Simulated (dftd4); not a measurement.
C$_{2}$H$_{2}$Cl (SMILES C=[C-]Cl), charge -1, singlet, at a GFN2-xTB geometry; D4 for blyp (dftd4 4.2.0).

The dftd4 input:
```
$ dftd4 mol.xyz --func blyp --charge -1 --json dftd4.json --noedisp --grad

# file mol.xyz
5

C     -0.11782134     0.97244023     0.00402460
C      1.20949826     1.06784053     0.01132795
Cl    -0.59700984    -0.85895942    -0.00717248
H      1.97685805     0.28124257     0.01154024
H      1.62224777     2.07938296     0.01827654
```

It wrote (shortened):

```
                    ____  _____ _____     ____  _  _
      -------------|  _ \|  ___|_   _|---|  _ \| || |------------
     |             | | | | |_    | | ___ | | | | || |_           |
     |             | |_| |  _|   | ||___|| |_| |__   _|          |
     |             |____/|_|     |_|     |____/   |_|            |
     |             ===================================           |
     |            E. Caldeweyher, S. Ehlert & S. Grimme          |
     |          Mulliken Center for Theoretical Chemistry        |
     |                    University of Bonn                     |
      -----------------------------------------------------------

Rational (Becke-Johnson) damping: blyp-D4-ATM
---------------------
  s6         1.0000
  s8         2.3408
  s9         1.0000
  a1         0.4449
  a2         4.0933
 alp        16.0000
--------------------

Dispersion energy:      -8.1619598493200E-03 Eh

Gradient norm:           9.9187171768451E-04 Eh/a0
--------------------------------------------------
     #    Z           dE/dx      dE/dy      dE/dz
--------------------------------------------------
     1    6 C    -3.526E-05  9.279E-05  2.601E-07
     2    6 C     4.944E-04  3.023E-04  3.991E-06
     3   17 Cl   -5.293E-04 -5.774E-04 -5.481E-06
     4    1 H     2.681E-05  1.432E-04  8.207E-07
     5    1 H     4.334E-05  3.901E-05  4.095E-07
--------------------------------------------------

Virial:
--------------------------------------------------
      component           x          y          z
--------------------------------------------------
          x       1.968E-03  1.976E-03  1.957E-05
          y       1.976E-03  1.947E-03  1.947E-05
          z       1.957E-05  1.947E-05  1.938E-07
--------------------------------------------------

[Info] Dispersion results written to 'dftd4.txt'
[Info] JSON dump of results written to 'dftd4.json'
```
